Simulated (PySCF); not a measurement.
Species: Cu(CO)H, CHCuO (singlet state).
Bonds: Cu1–C2, C2–O3. Hydrogens: H4 on Cu1.

A GFN2-xTB structure was refined with PBE0-D3(BJ)/def2-SVP geometry optimisation, gas phase in PySCF 2.14.0. Its GFN2-xTB values:

| coordinate | GFN2-xTB |
| --- | --- |
| Cu1–C2 | 1.786 Å |
| Cu1–H4 | 1.489 Å |
| C2–O3 | 1.137 Å |
| Cu1–C2–O3 | 177.7° |
| C2–Cu1–H4 | 179.0° |

Task: How do these coordinates change at the PBE0-D3(BJ)/def2-SVP level?

Result: 
```
coordinate  PBE0-D3(BJ)/def2-SVP (Å or °)  change
    Cu1–C2                          1.850  +0.064
    Cu1–H4                          1.531  +0.042
     C2–O3                          1.129  -0.008
 Cu1–C2–O3                          178.9    +1.2
 C2–Cu1–H4                          179.1    +0.1
```

The energy falls by 0.043 eV over 5 energy and gradient evaluations, the largest force component goes from 0.0342 to 2.4e-04 Eh/bohr, and the atoms move by 0.044 Å rms after alignment. The bond that changes most is Cu1–C2 (ends: copper bonded to C and H; carbon bonded to Cu and O), which lengthens by 0.064 Å. Bonds longer at the end by more than 0.005 Å: 2 of 3; shorter: 1.

The run used 64 basis functions and 35 SCF cycles in all. Hardware: an Arm Neoverse V2 with one thread, shared host. Cost: 6.1 s.

Whether it is a minimum is left open (no frequencies).
